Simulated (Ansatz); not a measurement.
C4H11GaSi, SMILES `C=[C]([GaH2])C[SiH2]C`, 17 atoms. Total charge 0; spin multiplicity 1. Correlated methods include outer-core shells of Ga, which these sets cover unevenly. Scalar relativity is left out up to krypton. Hardware: A = 2 threads of an AMD EPYC 7R13 on a shared host and a share of an NVIDIA H100 80 GB; B = 2 threads of an AMD EPYC 7R13 on a shared host. Correlated methods freeze the cores. Open-shell runs search over several starts.

Question: How many basis functions does each run have, and how long does it take in Ansatz? RKS PBE0-D4/def2-SVP energy [B]; UKS B2PLYP (frozen core)/def2-TZVPP energy of the cation [A]; direct RPA on PBE orbitals/def2-TZVPP energy [A]; RKS PBE0-D4/def2-QZVPP energy [A]; UKS B3LYP-D4/def2-TZVPP energy of the cation [A]; RKS ωB97X-V/def2-TZVPP energy [A]; UKS ωB97M-V/def2-TZVPP energy of the cation [A]; RKS PBE0-D4/def2-TZVP relaxation (24 steps) [A]; RKS ωB97M-V/def2-SVP energy [B]; RHF-CCSD(T)/def2-SVP energy [A]; UKS r2SCAN-D4/def2-TZVPP energy of the cation [A]; RKS r2SCAN0-D4/def2-TZVPP energy [A]. (An estimate is asked.)

Answer: Ansatz gave: Other jobs shared the machine, so times are rough.

```
                                level                        job  functions  wall time  peak host memory (GiB)
                 RHF-CCSD(T)/def2-SVP                 energy [A]        161        2 s                    0.82
               RKS ωB97X-V/def2-TZVPP                 energy [A]        368      3.1 s                    0.96
direct RPA on PBE orbitals/def2-TZVPP                 energy [A]        368        4 s                     1.7
               RKS PBE0-D4/def2-QZVPP                 energy [A]        717      4.1 s                     1.2
                 RKS PBE0-D4/def2-SVP                 energy [B]        161      4.2 s                    0.82
            RKS r2SCAN0-D4/def2-TZVPP                 energy [A]        368      4.4 s                    0.89
              UKS B3LYP-D4/def2-TZVPP   energy of the cation [A]        368      6.5 s                    0.97
             UKS r2SCAN-D4/def2-TZVPP   energy of the cation [A]        368       10 s                       1
               UKS ωB97M-V/def2-TZVPP   energy of the cation [A]        368       11 s                     1.2
  UKS B2PLYP (frozen core)/def2-TZVPP   energy of the cation [A]        368       12 s                     1.8
                 RKS ωB97M-V/def2-SVP                 energy [B]        161       14 s                    0.82
                RKS PBE0-D4/def2-TZVP  relaxation (24 steps) [A]        275       46 s                    0.94
```

B3LYP here is the variant with VWN-RPA as its local correlation; programs differ in this.
